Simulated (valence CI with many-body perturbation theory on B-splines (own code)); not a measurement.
**Assign the levels of O+**

Level of theory: relativistic CI+MBPT: five valence electrons over a frozen Dirac-Fock core [He], radial functions for each j: 9 s, 9 p, 8 d, 6 f, 3 g, 1 h, with the one-electron correlation potential Σ1, the two-electron term Σ2, the three-electron term Σ3, Breit, model QED; selected CI, second order for the rest, scaled by the run's own slope (own B-spline code, finite nucleus).

Against 59 measured levels this calculation errs by 111 cm⁻¹ on average and by 352 at most. These come from a selection out of the NIST Handbook of Basic Atomic Spectroscopic Data. Levels without a partner in it may be off by more. Among the levels kept, up to 1700 cm⁻¹ of a level comes from second order outside the variational space, and about a tenth of that is noise between levels of different J, which matters for small intervals.

```tsv
No.	J	Parity	E (eV)	g
1	3/2	odd	0.000	2.002
2	5/2	odd	3.346	1.200
3	3/2	odd	3.349	0.800
4	1/2	odd	5.046	0.666
5	3/2	odd	5.046	1.334
6	5/2	even	14.864	1.601
7	3/2	even	14.884	1.735
8	1/2	even	14.893	2.670
9	5/2	even	20.608	1.200
10	3/2	even	20.609	0.799
11	1/2	even	22.949	2.670
12	3/2	even	22.965	1.735
13	5/2	even	22.984	1.601
14	1/2	even	23.406	0.666
```

Energies count from the lowest level. Strongly mixed levels and levels close to another of their J and parity are left out, so the numbers can have gaps.

Give configuration and LS term of each level.

1: 2s2 2p3 4S°; 2: 2s2 2p3 2D°; 3: 2s2 2p3 2D°; 4: 2s2 2p3 2P°; 5: 2s2 2p3 2P°; 6: 2s 2p4 4P; 7: 2s 2p4 4P; 8: 2s 2p4 4P; 9: 2s 2p4 2D; 10: 2s 2p4 2D; 11: 2s2 2p2 3s 4P; 12: 2s2 2p2 3s 4P; 13: 2s2 2p2 3s 4P; 14: 2s2 2p2 3s 2P.
